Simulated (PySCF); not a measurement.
C5H5N2S (doublet state).
Geometry (GFN2-xTB, Å), atoms numbered from 1 in this order:
```
atom  x, y, z in Å
C1     3.271   -0.624    0.267
C2     2.094   -0.140    0.089
C3     0.857    0.359   -0.095
N4     0.639    1.631   -0.502
S5    -0.944    1.915   -0.625
C6    -1.329    0.248   -0.109
C7    -2.718   -0.234    0.012
N8    -0.269   -0.414    0.124
H9     3.783   -0.567    1.219
H10    3.820   -1.119   -0.525
H11   -3.254    0.353    0.757
H12   -3.237   -0.126   -0.939
H13   -2.717   -1.280    0.308
```

The hyperfine couplings belong to this conformer and change with its torsions.

As a line formula: `C=[C]c1nsc(C)n1` [radical].

The calculation used UKS B3LYP, pcH-1 on C H N S, non-relativistic, mean-field spin-orbit, GIAO (PySCF 2.14.0). Isolated species at its GFN2-xTB geometry, gas phase. Couplings are sensitive to structure, and on GFN2-xTB geometries they can be far from those on DFT ones. Stability of the SCF solution: not tested. ⟨S²⟩ is 0.776 where a pure state has 0.75.

Question: Break the g tensor into its mass correction, gauge correction and orbital-Zeeman/spin–orbit terms.

Answer: 
```tsv
Δg (ppm)	1	2	3
relativistic mass correction	-197	-197	-197
gauge correction	-10	44	43
orbital Zeeman/spin–orbit	-67	1046	4238
total	-274	892	4084
```

So g = 2.00205, 2.00321, 2.00640 and g_iso = 2.00389; the tensor is rhombic: the two nearest values differ by 27 % of g3 − g1. Axes: g2 points within 7° of the C1–C2 bond.

Question: Average each term over the three axes. Which is largest in size?

Answer: The orbital-Zeeman/spin–orbit term 1739, the mass correction -197 and the gauge correction 26 ppm, for a total of 1568 ppm. The orbital-Zeeman/spin–orbit term is the largest in size. The mass correction is the same along every axis, so the anisotropy comes from the other two: their spans along these axes are 54 (gauge) and 4304 ppm (orbital Zeeman/spin–orbit).

Question: At 9.543 GHz, how far is the centre of the isotropic spectrum from where a free electron (g = 2.002319) resonates?

Answer: B = hν/(g μB) with μB/h = 13.99624 MHz/mT gives 340.52 mT for the free electron and 340.25 mT at g_iso, 0.27 mT lower.

Question: What effective moment and Curie constant follow for a powder?

Answer: With the mean of g² = 4.0156 and S(S+1) = 0.75: μ_eff = √(⟨g²⟩S(S+1)) = 1.735 μB and χT = 0.12505·⟨g²⟩·S(S+1) = 0.377 cm³ K/mol (cgs; spin-Hamiltonian part alone).

Question: In a frozen sample, at which fields do the three g values resonate at 9.5, 34, 94 and 263 GHz (hyperfine left aside), and which band first spreads them over more than twice a line width of 1.0 mT?

Answer: 
```tsv
band	GHz	B(g3) mT	B(g2) mT	B(g1) mT	spread mT
X	9.5	338.29	338.83	339.03	0.74
Q	34.0	1210.74	1212.66	1213.37	2.64
W	94.0	3347.33	3352.66	3354.61	7.29
J	263.0	9365.39	9380.31	9385.78	20.38
```

The spread grows in proportion to the frequency. Q band is the first where it exceeds 2.0 mT.

Largest spin populations (Mulliken): C2 (+0.65), N4 (+0.39), C3 (-0.17) and S5 (+0.15). The positive populations add up to 1.38 and the negative ones to -0.38, together 2S = 1.

The HOMO–LUMO gaps are 4.35 eV among the α and 5.05 eV among the β orbitals.
